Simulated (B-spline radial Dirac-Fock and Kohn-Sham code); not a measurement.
The computed values come from an atomic code on a B-spline grid: Dirac-Fock orbitals of the configuration average with a finite nucleus.

**Question.** This computed X-ray form factor belongs to an atom or ion in its tabulated ground configuration. Which?

```csv
sin θ/λ (Å⁻¹),f₀
0.15,2.999
0.2,2.998
0.3,2.996
0.5,2.989
0.6,2.984
0.8,2.972
0.9,2.965
1.1,2.948
5,2.253
```

**Answer.** Hg⁷⁷⁺, with 3 electrons in [He] 2s1. f₀ tends to the number of electrons as s goes to zero, which the first rows give only roughly, and the rate of fall reflects the nuclear charge, 80.
